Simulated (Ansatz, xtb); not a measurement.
**C4H3NOS: which of two isomers lies lower**

Structure a: `O=Cc1nccs1`, a singlet. Structure b: `O=Cc1cncs1`, a singlet. Both are isolated molecules in the gas phase, relaxed with r2SCAN-D4/def2-SVP; the shapes shown needn't be the lowest conformers.

a (Å):

```json
{"atom": "C", "x (Å)": "-0.6998", "y (Å)": "-0.0265", "z (Å)": "3.7280"}
{"atom": "C", "x (Å)": "-0.8419", "y (Å)": "-0.2694", "z (Å)": "2.2861"}
{"atom": "C", "x (Å)": "-0.9833", "y (Å)": "-1.3437", "z (Å)": "0.3753"}
{"atom": "C", "x (Å)": "-1.1159", "y (Å)": "-0.0529", "z (Å)": "-0.1045"}
{"atom": "N", "x (Å)": "-0.8302", "y (Å)": "-1.4522", "z (Å)": "1.7186"}
{"atom": "O", "x (Å)": "-0.7137", "y (Å)": "1.0760", "z (Å)": "4.2293"}
{"atom": "S", "x (Å)": "-1.0459", "y (Å)": "1.0759", "z (Å)": "1.1819"}
{"atom": "H", "x (Å)": "-0.5768", "y (Å)": "-0.9699", "z (Å)": "4.3180"}
{"atom": "H", "x (Å)": "-0.9956", "y (Å)": "-2.2404", "z (Å)": "-0.2492"}
{"atom": "H", "x (Å)": "-1.2485", "y (Å)": "0.2695", "z (Å)": "-1.1378"}
```

b (Å):

```tsv
atom	x (Å)	y (Å)	z (Å)
C	-2.8026	-0.4866	1.9857
C	-1.3853	-0.3709	1.6551
C	-0.2968	-0.9162	2.3187
C	0.7930	0.1029	0.7196
N	0.9229	-0.6451	1.7866
O	-3.7039	0.0217	1.3541
S	-0.8276	0.5330	0.2837
H	-2.9946	-1.1051	2.9028
H	-0.3771	-1.5324	3.2189
H	1.6379	0.4513	0.1184
```

Energies in hartree; the thermal terms are from GFN2-xTB frequencies at re-optimised GFN2-xTB minima (ideal gas, soft modes damped towards free rotors, one conformer each, 298.15 K, 1 atm) and include the zero-point energy:

|  | a | b |
| --- | --- | --- |
| E, CCSD(T)/def2-SVP | −680.747337 | −680.746400 |
| E, MP2/def2-SVP | −680.675716 | −680.673076 |
| E, MP2/def2-TZVPP | −681.377945 | −681.375609 |
| zero-point energy | 0.062061 | 0.062128 |
| H(298 K) − E | 0.069094 | 0.069163 |
| G(298 K) − E | 0.031496 | 0.031519 |

Problem. Correct the CCSD(T) difference for the basis set by the MP2 change, then work out ΔE, ΔE₀, ΔH and ΔG for a → b in kcal/mol (1 Eh = 627.51 kcal/mol) and the equilibrium ratio [b]/[a].

Solution. 1. Differences b − a: CCSD(T) +0.000937, MP2 in the small set +0.002640, MP2 in the large set +0.002336 Eh.
2. ΔE = +0.000937 + (+0.002336 − (+0.002640)) = +0.000633 Eh = +0.40 kcal/mol.
3. ΔE₀ = ΔE + ΔZPE = +0.000633 + (+0.000067) Eh = +0.44 kcal/mol.
4. ΔH = ΔE + (+0.000069) Eh = +0.44 kcal/mol.
5. ΔG = ΔE + (+0.000023) Eh = +0.41 kcal/mol, so ΔS = (ΔH − ΔG)/T = +0.4 J/(mol K).
6. kT = 0.9442 mEh, so K = [b]/[a] = exp(−ΔG/kT) = exp(−0.69) ≈ 0.5.

The two are too close for this level to say which is favoured. An error of 1 kcal/mol in ΔG would change K by a factor of 5.4. Mirror images and further conformers aren't counted.

As drawn, both hold the same kinds of bond in the same numbers.

Other levels gave ΔE = −0.2 (GFN2-xTB); −0.2 (HF/STO-3G, GFN2-xTB geometries); +0.8 (r2SCAN-D4/def2-SVP//GFN2-xTB); +0.9 (r2SCAN-D4/def2-SVP); −0.8 (HF/def2-SVP); +1.7 (MP2/def2-SVP); +0.6 (CCSD(T)/def2-SVP) kcal/mol. The correlated steps freeze 11 core orbitals. Programs: Ansatz 0.2.0, xtb 6.7.1.
